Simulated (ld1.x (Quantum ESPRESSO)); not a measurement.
**Before and after: TM potential for Re (Z = 75)**

ld1.x (Quantum ESPRESSO) 7.5 input, shortened:

```
&input
   title='Re', zed=75., rel=1, dft='WC', iswitch=3,
   config='[Xe] 4f14 5d5 6s2 6p0'
 /
 &inputp
   pseudotype=2, tm=.true., lloc=2,
   nlcc=.false.
 /
3
6S  1  0   2.00   0.00  2.70  2.70  0.0
5P  2  1   6.00   0.00  1.05  1.05  0.0
5D  3  2   5.00   0.00  1.85  1.85  0.0
 &test
   configts(1)='5p6 5d5 6s2 6p0'
 /
```

All-electron outer shells of the reference configuration (Wu–Cohen, scalar-relativistic, ld1.x):

```tsv
shell	level (eV)	outermost node (bohr)	outermost maximum (bohr)
5s	-85.28	0.52	0.93
5p	-47.02	0.56	1.06
4f	-42.33	–	0.41
6s	-5.99	1.24	2.57
5d	-5.39	0.62	1.43
6p	-1.27	1.48	3.56
```

Change: all radii scaled by about 1.24 (s 3.34, p 1.30, d 2.28 bohr).

Cutoffs: the cutoffs (Ry, on a coarse ladder) from which the occupation-weighted sum of valence levels, in a spherical-Bessel basis at the reference potential, stays within 10 and 1 mRy of its value at 400 Ry; they do not see the model core or the augmentation charge, which bear on the density cutoff. Errors are all-electron minus pseudo energies relative to the spin-unpolarised reference configuration.

**Question.** What does the change do?

**Answer.** The potential gets softer (110 Ry and 200 Ry → 35 Ry and 140 Ry); both files keep a bound ghost (p, s); the number of tests that count goes from 6 to 4; of the 4 tests that both files solve, the error grows in 1 and shrinks in 3 by more than 15 % and 0.3 meV (median size 6.7 → 14.2 meV). A larger radius leaves more room for a smooth pseudo-wave, so fewer plane waves are needed.

```tsv
quantity	base	changed
cutoff, loose	110 Ry	35 Ry
cutoff, tight	200 Ry	140 Ry
loose cutoff by channel (10 mRy a level)	s 6 Ry, p 60 Ry, d 30 Ry	s 6 Ry, p 25 Ry, d 25 Ry
bound ghosts	p, s	p, s
tests counted (converged, no solver errors)	6 of 7	4 of 7
error for 5p6 5d5 6s1 6p0, meV [ΔE 9.31 eV]	-10	-3.0
error for 5p6 5d5 6s0 6p0, meV [ΔE 25.66 eV]	-45	-25
error for 5p6 5d4 6s0 6p0, meV [ΔE 52.82 eV]	+0.5	-99
error for 5p6 5d5 6s1.5 6p0, meV [ΔE 3.81 eV]	-3.0	-1.0
```

Base: Tests not counted: 5p6 5d5 6s0 6p2 (solver errors, printed error -10.1 eV). ld1.x printed “convergence not achieved” for 4 of the counted tests; their residual had stalled under 1e-8, short of the target of 1e-14. Changed file: The cutoffs count occupied waves only; the empty 6p level needs 50 Ry at the loose tolerance. Tests not counted: 5p6 5d5 6s0 6p2 (pseudo-atom not self-consistent, printed error -1083 eV); 5p6 5d6 6s1 6p0 (solver errors, printed error -1183 eV); 5p6 5d4 6s2 6p0 (pseudo-atom not self-consistent, printed error -1047 eV). A true bound ghost makes a file unfit for plane-wave use even where its test errors are small: the radial tests pick states by their node count and pass the ghost by. Where a test does run into it, the solver fails or the error is huge.
